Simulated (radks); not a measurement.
Neutral rhodium inside a hard spherical wall (all orbitals vanish at R), configuration held at [Kr] 4d8 5s1 and not refilled when levels cross. Method: scalar-relativistic Kohn-Sham, r2SCAN, spin-polarised, spherical densities, finite nucleus; open shells are filled with parallel spins first (spin-orbit coupling, left out, can overturn this in heavy ions); meta-GGA in the generalised Kohn-Sham scheme; Fermi nuclear charge, rms radius 4.4945 fm; computed with a radial shooting solver on a logarithmic mesh with Libxc functionals. Eigenvalues in eV for spin up, with the zero of energy where the potential of the charges vanishes at infinity; a dash marks a level that is unbound or too diffuse for the functional's potential to be trusted. A positive occupied level is held by the wall or, in an anion where self-interaction has pushed it up, behind a barrier. The pressure on the wall is -dE/dV.

[
 {"R (bohr)": "free", "E (hartree)": "-4784.73656", "kinetic (hartree)": "4955.389", "e(4s)": "-85.429", "e(4p)": "-52.614", "e(4d)": "-6.811", "e(5s)": "-5.007", "e(5p, empty)": "-0.807", "e(6s, empty)": "-", "pressure (GPa)": "0"},
 {"R (bohr)": "15", "E (hartree)": "-4784.73656", "kinetic (hartree)": "4955.389", "e(4s)": "-85.429", "e(4p)": "-52.614", "e(4d)": "-6.811", "e(5s)": "-5.007", "e(5p, empty)": "-0.802", "e(6s, empty)": "1.288", "pressure (GPa)": "< 0.0001"},
 {"R (bohr)": "12", "E (hartree)": "-4784.73655", "kinetic (hartree)": "4955.389", "e(4s)": "-85.427", "e(4p)": "-52.612", "e(4d)": "-6.808", "e(5s)": "-5.006", "e(5p, empty)": "-0.777", "e(6s, empty)": "2.084", "pressure (GPa)": "0.000368"},
 {"R (bohr)": "8", "E (hartree)": "-4784.73428", "kinetic (hartree)": "4955.408", "e(4s)": "-85.297", "e(4p)": "-52.482", "e(4d)": "-6.689", "e(5s)": "-4.889", "e(5p, empty)": "-0.343", "e(6s, empty)": "5.916", "pressure (GPa)": "0.0973"},
 {"R (bohr)": "7", "E (hartree)": "-4784.72906", "kinetic (hartree)": "4955.444", "e(4s)": "-85.096", "e(4p)": "-52.282", "e(4d)": "-6.508", "e(5s)": "-4.683", "e(5p, empty)": "0.168", "e(6s, empty)": "8.778", "pressure (GPa)": "0.430"},
 {"R (bohr)": "4", "E (hartree)": "-4784.40217", "kinetic (hartree)": "4956.958", "e(4s)": "-80.116", "e(4p)": "-47.459", "e(4d)": "-2.062", "e(5s)": "2.525", "e(5p, empty)": "11.227", "e(6s, empty)": "48.899", "pressure (GPa)": "69.9"},
 {"R (bohr)": "3", "E (hartree)": "-4783.16092", "kinetic (hartree)": "4961.894", "e(4s)": "-70.949", "e(4p)": "-38.722", "e(4d)": "7.104", "e(5s)": "21.468", "e(5p, empty)": "35.460", "e(6s, empty)": "115.81", "pressure (GPa)": "700"},
 {"R (bohr)": "2.5", "E (hartree)": "-4780.79071", "kinetic (hartree)": "4970.964", "e(4s)": "-60.251", "e(4p)": "-28.192", "e(4d)": "19.373", "e(5s)": "50.312", "e(5p, empty)": "69.517", "e(6s, empty)": "197.45", "pressure (GPa)": "2910"},
 {"R (bohr)": "2", "E (hartree)": "-4773.10974", "kinetic (hartree)": "4998.819", "e(4s)": "-37.127", "e(4p)": "-3.903", "e(4d)": "48.725", "e(5s)": "124.26", "e(5p, empty)": "151.31", "e(6s, empty)": "374.19", "pressure (GPa)": "16000"}
]
